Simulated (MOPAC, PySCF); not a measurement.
H₄ClInN₂, SMILES `[NH2][In]([NH2])[Cl]`, neutral singlet in the gas phase. 

Z-matrix (Å, degrees):
```
In
N 1 2.0268
H 2 1.0117 1 115.93
H 2 1.0119 3 109.03 1 130.05
N 1 2.0268 2 129.26 3 -30.13
H 5 1.0117 1 115.93 2 -30.15
H 5 1.0119 6 109.03 1 130.05
Cl 1 2.3575 2 115.37 3 149.87
```
Charge 0, spin multiplicity 1.

All levels are single points at this geometry (B3LYP-D3(BJ)/def2-TZVP); Pople sets use spherical d functions. Orbital energies aren't observables, and empty levels follow the basis.

M06-2X/6-31G* (LANL2DZ on In) in PySCF gives gap (eV) = 8.39.

Task: Estimate the gap (eV) from each of these levels: B3LYP-D3(BJ)/def2-TZVP in PySCF; PBE-D3(BJ)/def2-TZVP in PySCF; B3LYP/LANL2DZ in PySCF; BP86/6-31G* (LANL2DZ on In) in PySCF; SVWN5/6-31G* (LANL2DZ on In) in PySCF; HF/6-31G* (LANL2DZ on In) in PySCF; PM6 in MOPAC; PM7 in MOPAC.

Result: 
| level | gap (eV) |
|---|---|
| B3LYP-D3(BJ)/def2-TZVP in PySCF | 5.56 |
| PBE-D3(BJ)/def2-TZVP in PySCF | 3.85 |
| B3LYP/LANL2DZ in PySCF | 5.56 |
| BP86/6-31G* (LANL2DZ on In) in PySCF | 3.89 |
| SVWN5/6-31G* (LANL2DZ on In) in PySCF | 3.85 |
| HF/6-31G* (LANL2DZ on In) in PySCF | 12.76 |
| PM6 in MOPAC | 9.54 |
| PM7 in MOPAC | 8.74 |
